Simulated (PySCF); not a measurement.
Rows and methods have been separated. Pair them.

Compound: diethylene glycol, C4H10O3.
SMILES with atom numbers: `[OH:1][CH2:2][CH2:3][O:4][CH2:5][CH2:6][OH:7]` (hydrogens: H8 on O1; H9, H10 on C2; H11, H12 on C3; H13, H14 on C5; H15, H16 on C6; H17 on O7)

Geometry (PBE0-D3(BJ)/def2-SVP, Å), atoms numbered from 1 in this order:
```
atom  x, y, z in Å
O1    -1.321    2.256   -0.576
C2    -2.031    1.067   -0.394
C3    -1.147   -0.141   -0.598
O4    -0.122   -0.080    0.360
C5     0.868   -1.063    0.213
C6     1.886   -0.860    1.312
O7     2.496    0.394    1.230
H8    -0.527    2.176   -0.035
H9    -2.853    1.047   -1.126
H10   -2.487    1.005    0.616
H11   -1.730   -1.078   -0.491
H12   -0.717   -0.120   -1.619
H13    0.428   -2.079    0.278
H14    1.359   -0.968   -0.776
H15    2.674   -1.624    1.223
H16    1.385   -1.015    2.289
H17    1.781    1.041    1.229
```

The closed-shell ground state was solved 7 times with PySCF (density fitting, gas phase), always with PBE0, in these basis sets: 6-31+G*, 6-31G*, aug-cc-pVDZ, def2-SVP, def2-SVPD, def2-TZVP and pcSseg-1.

| row | total energy (Eh) | HOMO (eV) | LUMO (eV) | dipole (D) |
| --- | --- | --- | --- | --- |
| P | -383.6591 | -7.96 | 0.22 | 3.01 |
| Q | -383.7172 | -7.95 | -0.17 | 2.73 |
| R | -383.8124 | -7.93 | 0.69 | 2.59 |
| S | -383.4092 | -8.03 | 0.33 | 2.86 |
| T | -383.6176 | -7.86 | 1.02 | 2.80 |
| U | -383.6377 | -7.59 | 1.82 | 2.55 |
| V | -383.3723 | -7.70 | 1.35 | 2.54 |

Q: Which basis belongs to which row?

A: P = 6-31+G*, Q = aug-cc-pVDZ, R = def2-TZVP, S = def2-SVPD, T = pcSseg-1, U = 6-31G*, V = def2-SVP. From the lowest total energy up: def2-TZVP (277 functions) 0 eV; aug-cc-pVDZ (251 functions) +2.59 eV; 6-31+G* (146 functions) +4.17 eV; 6-31G* (118 functions) +4.75 eV; pcSseg-1 (169 functions) +5.30 eV; def2-SVPD (229 functions) +10.97 eV; def2-SVP (148 functions) +11.98 eV.

One conformer stands for the species.
